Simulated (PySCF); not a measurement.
# How methods differ on the ionisation energy of Sn³⁵⁺

Sn³⁵⁺ [Ne] 3s2 3p3 [3p1/2^2 3p3/2^1, M_J = 3/2] → Sn³⁶⁺ [Ne] 3s2 3p2 [3p1/2^2, M_J = 0], as a difference of total energies. Computed with PySCF 2.14 in an uncontracted even-tempered set (19 s from 6.6 bohr⁻², ratio 2.4; 14 p from 8.6 bohr⁻², ratio 2.4; 4 d from 32 bohr⁻², ratio 2.6; 4 f from 48 bohr⁻², ratio 2.6), with the two-component X2C-1e Hamiltonian. Correlated levels: 1s2 frozen; the 56 highest virtual spinors dropped. "Screened" scales the spin-orbit matrix elements by Boettger's factors to mimic the two-electron term; Breit and QED terms are absent.

```json
{"method": "GHF (spin-free)", "ionisation energy (eV)": "2334.6"}
{"method": "GMP2 (spin-free)", "ionisation energy (eV)": "2335.0"}
{"method": "GHF (screened spin-orbit)", "ionisation energy (eV)": "2307.9"}
{"method": "GMP2 (screened spin-orbit)", "ionisation energy (eV)": "2308.1"}
```

Breit and QED terms and the two-electron picture change are absent.

The spin-free rows relax to the high-spin LS determinant and lack the spin-orbit shift.

The labels give the starting determinants; with spin-orbit coupling the two ends relaxed to ⟨J²⟩ = 3.75, ⟨L²⟩ = 2.14, ⟨S²⟩ = 1.72 and ⟨J²⟩ = 0.00, ⟨L²⟩ = 1.34, ⟨S²⟩ = 1.34.

For comparison: 2326 ± 9 eV (semi-empirical (NIST evaluation); NIST Atomic Spectra Database, ionization energies).
